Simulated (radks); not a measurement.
Values are calculated unless marked as measured or tabulated.
Task: Species: Ag9+. Configuration: [Kr] 4d2. Code: a radial shooting solver on a logarithmic mesh with Libxc functionals. Model: scalar-relativistic Kohn-Sham, PBEsol, spin-polarised, spherical densities, point nucleus; open shells are filled with parallel spins first (spin-orbit coupling, left out, can overturn this in heavy ions). Some entries of the table are withheld. Estimate them.

orbital  occ.  eigenvalue (Ry)  <1/r> (bohr^-1)  r(max) (bohr)
1s up       1        -1873.568            49.41        0.02017
1s down     1        -1873.567            49.41        0.02017
2s up       1        -286.9827            11.23         0.1140
2s down     1        -286.9374            11.23         0.1140
2p up       3        -258.7940            10.84        0.09116
2p down     3        -258.7591            10.85        0.09116
3s up       1        -62.88751            3.951         0.3324
3s down     1        -62.86189            3.951         0.3324
3p up       3        -53.63434            3.766         0.3254
3p down     3        -53.60544            3.766         0.3255
3d up       5        -39.07826            3.544         0.2728
3d down     5        -39.03576            3.544         0.2730
4s up       1        -18.79112            1.600         0.8048
4s down     1        -18.60631            1.604         0.8034
4p up       3        -15.90561            1.481            (1)
4p down     3        -15.71646            1.483            (2)
4d up       2        -11.53441            1.278         0.9235
4d down     0        -11.34497            1.278         0.9219

Result: 
(1) 4p up r(max) (bohr): 0.8462
(2) 4p down r(max) (bohr): 0.8448
